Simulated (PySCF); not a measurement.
B3O3H3, optimised at GFN2-xTB:

```xyz
9

B     -0.6307     1.1820     0.2294
O     -1.3506     0.0280     0.2196
B     -0.7332    -1.1598    -0.0207
O      0.6068    -1.1923    -0.2516
B      1.3293    -0.0399    -0.2424
O      0.7092     1.1465    -0.0018
H     -1.1629     2.2030     0.4362
H     -1.3535    -2.1516    -0.0293
H      2.4818    -0.0691    -0.4414
```

Computed with PySCF (xtb for GFN2) and rigid-rotor harmonic-oscillator thermochemistry at 1 bar. 6-31G* has spherical d functions here. All species are closed-shell singlets. B3LYP is the form with VWN-RPA correlation.

List the harmonic frequencies (cm⁻¹, unscaled) at this level and at the other levels, each on its own geometry.


- GFN2-xTB: 224, 224, 433, 521, 521, 775, 796, 796, 802, 947, 947, 953, 1008, 1041, 1138, 1138, 1282, 1282, 2647, 2647, 2651
- B3LYP/6-31G*: 216, 216, 397, 534, 534, 810, 922, 922, 922, 1006, 1006, 1010, 1129, 1195, 1238, 1238, 1432, 1432, 2727, 2727, 2742
- HF/6-31G*: 231, 231, 398, 572, 572, 879, 995, 995, 1012, 1063, 1063, 1069, 1207, 1283, 1321, 1321, 1521, 1521, 2832, 2832, 2851
- PBE/def2-SVP: 204, 204, 392, 520, 520, 783, 881, 887, 887, 974, 974, 981, 1083, 1156, 1196, 1196, 1389, 1390, 2616, 2616, 2631
- PBE0/def2-TZVP: 207, 208, 388, 531, 531, 810, 921, 923, 923, 1000, 1000, 1016, 1109, 1198, 1231, 1231, 1428, 1429, 2684, 2684, 2699
